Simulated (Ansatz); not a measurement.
A nudged elastic band was laid between two geometries of CH₈N₂Si₂ (13 atoms, charge 0, multiplicity 1).

Method: Ansatz, RKS PBE/STO-3G.

| Quantity | Value |
| --- | --- |
| movable images | 5 |
| climbing image | yes |
| spring | 5.0 eV/Å² |
| optimiser | quadratic models (default) |
| start path | through a guess of the saddle point |
| force threshold | 0.05 eV/Å |
| iteration limit | 60 |
| end points | relaxed |

Initial state:

```xyz
13
Properties=species:S:1:pos:R:3
N -0.340 1.265 1.063
C -0.128 0.062 0.526
Si -0.229 -1.600 1.448
Si 0.309 0.110 -1.333
N 0.367 1.756 -2.060
H -0.580 1.112 2.119
H 1.054 -2.288 1.393
H -1.237 -2.457 0.839
H -0.584 -1.347 2.838
H 1.618 -0.508 -1.508
H -0.690 -0.669 -2.055
H -0.567 2.209 -1.815
H 1.026 2.320 -1.439
```

Final state:

```xyz
13
Properties=species:S:1:pos:R:3
N -0.743 1.201 0.928
C -0.235 0.046 0.491
Si -0.241 -1.601 1.442
Si 0.546 0.150 -1.249
N 0.465 1.771 -2.029
H -1.156 1.018 1.923
H -0.961 -2.619 0.688
H -0.893 -1.402 2.730
H 1.123 -2.067 1.657
H 1.950 -0.230 -1.140
H -0.141 -0.803 -2.114
H -0.565 2.050 -2.000
H 0.871 2.451 -1.314
```

Q: Which bonds break or form, and what moves?

A: No bond is made or broken. The dihedral Si4–C2–Si3–H8 goes from -60 to -180°. The two ends are copies of one structure, up to a mirror image or an exchange of like atoms.

Q: Give the energies along the band, and the barrier.

A: The run converged. The highest image is number 3 of 0 to 6, 0.029 eV above the ends, which have the same energy within 2 meV. A vibrational analysis at the climbing image gives one clearly imaginary mode, 68i cm⁻¹: a first-order saddle point. Limits of this set-up: minimal basis.

```tsv
image	path coordinate (Å)	energy (eV)	dihedral Si4–C2–Si3–H8 (°)
0	0.00	0.000	-60
1	0.74	0.006	-79
2	1.48	0.021	-100
3	2.22	0.029	-120
4	2.96	0.021	-141
5	3.71	0.007	-161
6	4.45	0.000	-180
```

Q: What is the geometry of the highest image?

A: 
```xyz
13
Properties=species:S:1:pos:R:3
N -0.655 1.223 0.970
C -0.213 0.054 0.500
Si -0.247 -1.606 1.434
Si 0.498 0.141 -1.270
N 0.457 1.769 -2.038
H -1.035 1.049 1.980
H 0.325 -2.669 0.620
H -1.622 -1.951 1.772
H 0.515 -1.489 2.671
H 1.887 -0.300 -1.220
H -0.265 -0.776 -2.109
H -0.556 2.097 -1.955
H 0.931 2.424 -1.341
```

Time of the run: 85 s on 1 thread of Intel(R) Xeon(R) Platinum 8559C (Emerald Rapids) (shared host), peak memory 0.22 GiB.
